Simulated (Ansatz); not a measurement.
Question: Predict a relaxed structure of (HMg-mu-OH)2 (Mg2O2H4), charge 0, singlet, at PBE-D4/def2-SVP (Ansatz).

Answer: 
```xyz
8

Mg   -0.1154    1.2678    0.7642
H    -0.2481    2.7298    1.6455
O    -0.0778   -0.6713    1.1019
Mg    0.1155   -1.2678   -0.7642
H     0.2489   -2.7297   -1.6455
O     0.0787    0.6713   -1.1018
H    -0.1378   -1.1744    1.9275
H     0.1360    1.1743   -1.9277
```
Point group D2h (tolerance 0.1 Å). This is one stationary point.
